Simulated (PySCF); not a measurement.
Partial charges of `NBO[SiH3]`

Species: BH6NOSi.
Z-matrix (Å and degrees, PBE0-D3(BJ)/def2-SVP geometry), rows numbered from 1:
```
N 
B   1  1.4016
O   2  1.3712  1  122.98
Si  3  1.6580  2  139.62  1    -1.74
H   1  1.0099  2  121.69  3  -179.35
H   1  1.0118  2  124.32  3    -0.77
H   2  1.2117  1  119.04  3  -180.00
H   4  1.4915  3  109.69  2  -103.66
H   4  1.4893  3  108.73  2   136.47
H   4  1.4989  3  111.21  2    16.58
```

Density: PBE0/pcSseg-1 (PySCF); schemes: Mulliken, IAO, Hirshfeld and ESP-fitted. The structure is a single PBE0-D3(BJ)/def2-SVP conformer in the gas phase; no vibrational or solvent corrections.

Q: For which atoms does the sign change between the 4 schemes (beyond +0.03 e in one, beyond −0.03 e in another)?

A: For none.

Q: Which atoms carry the lowest charge in the Mulliken, IAO, Hirshfeld and ESP-fitted schemes?

A: The schemes don't all agree: Mulliken O3 (-0.633); IAO O3 (-0.642); Hirshfeld O3 (-0.266); ESP-fitted N1 (-0.985).

Q: At which atom do the 4 schemes differ most?

A: At N1: from -0.985 (ESP-fitted) to -0.255 e (Hirshfeld), 0.730 e apart.

Q: Give the atomic charges in each scheme.

A: In e:

| atom | environment | Mulliken | IAO | Hirshfeld | ESP-fitted |
| --- | --- | --- | --- | --- | --- |
| N1 | boron-bound nitrogen | -0.485 | -0.583 | -0.255 | -0.985 |
| B2 | three-coordinate boron | +0.422 | +0.268 | +0.177 | +0.630 |
| O3 | boron-bound oxygen | -0.633 | -0.642 | -0.266 | -0.534 |
| Si4 | oxygen-bound silicon | +0.694 | +0.851 | +0.395 | +0.651 |
| H5 | N–H hydrogen | +0.203 | +0.278 | +0.133 | +0.383 |
| H6 | N–H hydrogen | +0.189 | +0.263 | +0.122 | +0.402 |
| H7 | B–H hydrogen | -0.041 | -0.016 | -0.071 | -0.158 |
| H8 | Si–H hydrogen | -0.108 | -0.134 | -0.077 | -0.123 |
| H9 | Si–H hydrogen | -0.107 | -0.128 | -0.074 | -0.117 |
| H10 | Si–H hydrogen | -0.134 | -0.156 | -0.084 | -0.149 |

Mean size of the charges over all atoms: ESP-fitted 0.413 e, IAO 0.332 e, Mulliken 0.302 e, Hirshfeld 0.165 e. Each set sums to the total charge, 0, to within 0.001 e. The Mulliken scheme counts on each atom the diagonal of the density matrix times the overlap matrix over that atom's basis functions. The Hirshfeld scheme weights the molecular density at each point by an atom's share of the summed free-atom densities.

Q: How many electrons does the ESP-fitted scheme count on O3?

A: Z − q = 8 − (-0.534) = 8.534.

Q: How closely do the schemes follow one another over all atoms?

A: Correlation coefficient and root-mean-square difference: IAO with Hirshfeld 0.99, 0.228 e; Mulliken with Hirshfeld 0.98, 0.188 e; Mulliken with IAO 0.98, 0.084 e; Hirshfeld with ESP-fitted 0.94, 0.321 e; Mulliken with ESP-fitted 0.93, 0.199 e; IAO with ESP-fitted 0.92, 0.199 e.

Q: Sum the charges by element, for elements with more than one atom.

A: 
```tsv
element	atoms	Mulliken	IAO	Hirshfeld	ESP-fitted
H	6	+0.002	+0.106	-0.051	+0.238
```
